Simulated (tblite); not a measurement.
Species: C₇H₁₂ClFO.
Cartesian coordinates in Å at the GFN2-xTB level; atoms count from 1:
```
atom  x, y, z in Å
C1    -0.0314   -0.0100   -2.5989
C2    -0.0453    0.3118   -1.3147
C3    -1.3234    0.6143   -0.5784
O4    -1.6862   -0.5060    0.2046
C5    -2.8973   -0.3217    0.8903
C6     1.2247    0.3958   -0.5095
F7     2.2994    0.0749   -1.2936
Cl8    1.4647    2.1308   -0.0553
C9     1.2384   -0.4770    0.7394
C10    2.5786   -0.4362    1.4640
H11   -0.9420   -0.0664   -3.1691
H12    0.8832   -0.2310   -3.1208
H13   -1.1928    1.4973    0.0671
H14   -2.1179    0.8344   -1.3062
H15   -3.7335   -0.1872    0.1932
H16   -3.0561   -1.2219    1.4801
H17   -2.8513    0.5498    1.5554
H18    0.4360   -0.1526    1.3993
H19    1.0146   -1.4955    0.4139
H20    2.5434   -1.0796    2.3390
H21    2.8085    0.5765    1.7856
H22    3.3752   -0.7814    0.8096
```

Method: GFN2-xTB as coded in tblite; computed harmonic values from a numerical Hessian at the method's own geometry, unscaled. The method is semi-empirical: single wavenumbers can be off by several per cent or more. One conformer, not necessarily the lowest.

Harmonic wavenumbers (cm⁻¹): 32.2, 62.0, 79.9, 86.2, 133.7, 181.0, 192.1, 208.0, 230.1, 274.6, 308.9, 341.6, 354.9, 375.1, 451.9, 512.5, 605.8, 642.1, 712.8, 790.5, 852.3, 919.8, 944.8, 985.4, 997.7, 1008.1, 1021.7, 1101.4, 1105.8, 1115.7, 1133.1, 1138.8, 1165.2, 1200.8, 1241.0, 1269.7, 1323.0, 1338.8, 1405.0, 1406.1, 1413.1, 1454.0, 1466.7, 1480.7, 1490.8, 1493.4, 1497.1, 1708.6, 2849.4, 2882.6, 2896.7, 2920.1, 2983.4, 3026.9, 3031.6, 3046.8, 3048.5, 3051.0, 3117.0, 3146.9.

A = 1438, B = 780.8, C = 698.5 MHz; mass 166.056 u (most abundant isotopes); point group C1, symmetry number 1.

Zero-point energy?

½Σν̃ = 38628 cm⁻¹ = 462.09 kJ/mol.

Give the ideal-gas entropy at 273.15 K and 1 bar in the rigid-rotor, harmonic-oscillator model (classical rotation).

Translation 170.79, rotation 126.08, vibration 152.41: S = 449.3 J/(mol K).

And Cp and H(273.15 K) − H(0)?

Cp = 178.08 J/(mol K), of which vibrations give 144.82 (their classical limit is 60 R = 498.9); H(273.15 K) − H(0) = 30.42 kJ/mol without the zero-point energy, 21.34 from vibrations.

What must be added to the electronic energy to get the Gibbs energy at 273.15 K and 1 bar?

ZPE + [H(273.15 K) − H(0)] − T·S = 462.09 + 30.42 − 122.72 = 369.79 kJ/mol.

Which modes carry the vibrational entropy at 273.15 K?

32.2 cm⁻¹: 23.08; 62.0 cm⁻¹: 17.66; 79.9 cm⁻¹: 15.57; 86.2 cm⁻¹: 14.95; 133.7 cm⁻¹: 11.40; 181.0 cm⁻¹: 9.02 J/(mol K); the other 54 give 60.73 together.

Hindered rotation and anharmonicity are outside this model. Other conformers, if any are populated, would add a mixing term that is left out. The structure is chiral; the term R ln 2 for an equal mix with its mirror image is left out.
